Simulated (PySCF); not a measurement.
**MN15 on Rh³⁺ (rhodium, charge +3)**

Configuration: [Kr] 4d6, high-spin 5D determinant. Computed with PySCF 2.14 in def2-SVP with the def2 core potential (28 electrons) (5s3p2d1f, 31 functions), with scalar relativity through the core potential.

| Property | Result |
| --- | --- |
| Total energy | -108.1061 hartree |
| One-electron energy | -171.9380 hartree |
| Hartree (Coulomb) energy | 73.8248 hartree |
| Exchange-correlation energy | -9.9929 hartree |
| ⟨S²⟩ | 6.0006 |
| ⟨L²⟩ | 6.004 |
| Sum of ⟨r⟩ | 16.95 bohr |
| Sum of ⟨r²⟩ | 23.65 bohr² |
| Traceless quadrupole moment −½Σ⟨3z² − r²⟩ along its main axis | 0.584 e·bohr² |
| Time after the integrals | 0.86 s of wall time on 1 thread of Neoverse-N1 (shared host) |

| shell | electrons | mean orbital energy (hartree) | spread (hartree) | rms radius, mean of both spins (bohr) |
| --- | --- | --- | --- | --- |
| 4s α | 1 | -4.60295 | 0 | 1.04 |
| 4s β | 1 | -4.51165 | 0 | 1.04 |
| 4p α | 3 | -3.38496 | 0.05226 | 1.15 |
| 4p β | 3 | -3.27237 | 0.01881 | 1.15 |
| 4d α | 5 | -1.62187 | 0.04819 | 1.50 |
| 4d β | 1 | -1.51690 | 0 | 1.50 |

Energies and moments cover only the electrons outside the core potential.
